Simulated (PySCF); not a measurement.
# Potential energy of SnHg along the bond

Set-up: Sn def2-SVP with ECP28, Hg def2-SVP with ECP60; scalar-relativistic core potentials (PySCF 2.14). Energies in eV from Sn + Hg in their ground configurations at the same level. State: ³Σ⁻ (triplet), unpaired electrons π ↑↑.

All columns are PBE0. A positive dipole means Sn(−)Hg(+).

| R (Å) | E (eV) | μ (D) | Mulliken charge on Sn (basis-dependent) | HOMO (eV) | LUMO (eV) | Mayer bond order | ⟨S²⟩ |
| --- | --- | --- | --- | --- | --- | --- | --- |
| 2.510 | -0.041 | 1.54 | -0.09 | -4.96 | -2.63 | 1.15 | 2.01 |
| 2.626 | -0.256 | 1.56 | -0.08 | -4.91 | -2.71 | 1.01 | 2.01 |
| 2.743 | -0.359 | 1.55 | -0.07 | -4.88 | -2.78 | 0.88 | 2.01 |
| 2.830 | -0.390 | 1.54 | -0.06 | -4.86 | -2.83 | 0.79 | 2.01 |
| 2.918 | -0.395 | 1.51 | -0.06 | -4.84 | -2.87 | 0.70 | 2.01 |
| 3.006 | -0.383 | 1.47 | -0.06 | -4.83 | -2.91 | 0.61 | 2.01 |
| 3.122 | -0.352 | 1.41 | -0.05 | -4.83 | -2.96 | 0.52 | 2.01 |
| 3.268 | -0.302 | 1.31 | -0.05 | -4.83 | -3.01 | 0.41 | 2.01 |
| 3.443 | -0.240 | 1.16 | -0.04 | -4.84 | -3.05 | 0.31 | 2.00 |
| 3.677 | -0.167 | 0.95 | -0.03 | -4.86 | -3.09 | 0.20 | 2.00 |

A fit through these points gives, at Re = 2.894 Å, μ = 1.52 D and dμ/dR = -0.336 D/Å; the reduced mass is 75.24 u.

Q: How strong is the fundamental in the double-harmonic approximation, I = 42.26·(dμ/dR)²/μred km/mol?

A: I = 42.26·(-0.336)²/75.24 = 0.0634 km/mol at PBE0.

The bond is weak. Basis-set superposition, not corrected here, can be much of De in a small basis, most of all at correlated wavefunction levels. Functionals without a dispersion term scatter widely for such bonds, and LDA overbinds them. These are scalar-relativistic numbers at best; spin–orbit coupling would shift them, the dissociation energy most. The state was picked by a PBE0 search and need not be the measured ground state.
